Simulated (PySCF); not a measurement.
## Peak assignment

Geometry:
```
atom   x (Å)   y (Å)   z (Å)
  C1  -2.586  -1.091  -0.224
  C2  -1.620   0.081  -0.133
  O3  -0.324  -0.442   0.061
  C4   0.731   0.431   0.103
 Si5   0.589   2.241  -0.443
  C6   1.908  -0.064   0.502
  C7   2.106  -1.484   0.919
  F8   3.154  -1.593   1.805
  H9  -3.599  -0.726  -0.362
 H10  -2.539  -1.680   0.688
 H11  -2.316  -1.728  -1.061
 H12  -1.658   0.675  -1.055
 H13  -1.893   0.731   0.709
 H14  -0.442   2.933   0.337
 H15   1.893   2.854  -0.221
 H16   0.230   2.310  -1.863
 H17   2.783   0.563   0.526
 H18   2.359  -2.126   0.065
 H19   1.214  -1.878   1.416
```

Computed data (PySCF 2.14.0 with density-fitted response routines): shielding tensors at PBE0/pcSseg-1 (GIAO), coordinates at the GFN2-xTB level. Relativity neglected, no solvent, rapidly exchanging positions averaged, single conformer.

δ = σ(ref) − σ, references computed at the same level: $^{13}$C and $^{1}$H vs TMS.

Q: Assign these signals to the numbered atoms. $^{13}$C{$^{1}$H} NMR (computed): δ 158.3 (C), 129.8 (CH), 82.9 (CH2), 69.1 (CH2), 18.0 (CH3).

A: 
| δ (ppm) | atoms | environment | reason |
| --- | --- | --- | --- |
| 158.3 | C4 | alkene carbon bearing oxygen | an sp2 carbon further deshielded by the attached heteroatom |
| 129.8 | C6 | β carbon of an enol-ether or enamine type C=C | – |
| 82.9 | C7 | allylic sp3 CH2 bonded to F | the inductive effect lowers its shielding |
| 69.1 | C2 | sp3 CH2 bonded to O | pulled downfield by the heteroatom |
| 18.0 | C1 | methyl carbon | aliphatic region, no heteroatom directly attached |

Q: Assign these signals to the numbered atoms. $^{1}$H NMR (600 MHz, computed): δ 5.63 (m, 1H), 5.56 (m, 2H), 4.35 (s, 3H), 4.09 (q, 2H), 1.37 (t, 3H).

A: 
| δ (ppm) | atoms | environment | reason |
| --- | --- | --- | --- |
| 5.63 | H17 | hydrogen on a β carbon of an enol-ether or enamine type C=C | a vinylic proton, deshielded by the sp2 carbon and the C=C anisotropy |
| 5.56 | H18/H19 | hydrogen on an allylic sp3 CH2 bonded to F | its carbon carries F, which withdraws density |
| 4.35 | H14/H15/H16 | hydrogen on a silicon bonded to C | – |
| 4.09 | H12/H13 | hydrogen on an sp3 CH2 bonded to O | its carbon carries O, hence the downfield position |
| 1.37 | H9/H10/H11 | hydrogen on a methyl carbon | – |

H17 and H18/H19 lie closer than the usual error of such a calculation, so a measured spectrum could show them in the other order.

Splittings by $^{19}$F in the carbon and heteronuclear signals aren't shown, as no couplings were computed. Shifts are as computed. Against solution values, carbons near 30 ppm lie about +3 ppm off and those near 130 ppm about +5 ppm. Of 1211 compounds with measured shifts, 218 miss one by over three times the rms of a fit or turn the order of signals round; such compounds aren't used in these exercises. No couplings were computed; multiplicities are counted from neighbouring protons, with m where these are inequivalent, close in shift, in a saturated or five-membered ring or joined by F or P, and br s for small geminal =CH2 splittings.
